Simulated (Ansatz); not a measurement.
Isolated molecules relaxed with PBE0-D4/def2-TZVP in Ansatz; ΔE leaves out vibrations. CBS: MP2 limit from def2 TZ/QZ plus the TZ coupled-cluster correction, frozen cores. Functionals use def2-TZVPP.

`C[Si](C)([SiH3])Cl` + `[AlH2][CH2]Cl` → `C[Si]([AlH2])([SiH3])Cl` + `CCCl`  (formal exchange of groups at the Si–C bond)

(1) Is it downhill or uphill in electronic energy at CCSD(T)/CBS, and by how much? (An estimate is asked.)

(2) What do these levels give: B2PLYP, PBE0, HF/def2-TZVPP, MP2/def2-QZVPP, SCS-MP2/def2-QZVPP, HF/CBS(def2)? (Estimate.)

Largest T1 diagnostic among the species: 0.012.

Answers

(1) Ansatz gave: Uphill: ΔE = +28.8 kJ/mol.

(2) The calculation gave: B2PLYP 29.5, PBE0 18.8, HF/def2-TZVPP 27.1, MP2/def2-QZVPP 35.5, SCS-MP2/def2-QZVPP 32.7, HF/CBS(def2) 28.3 kJ/mol.
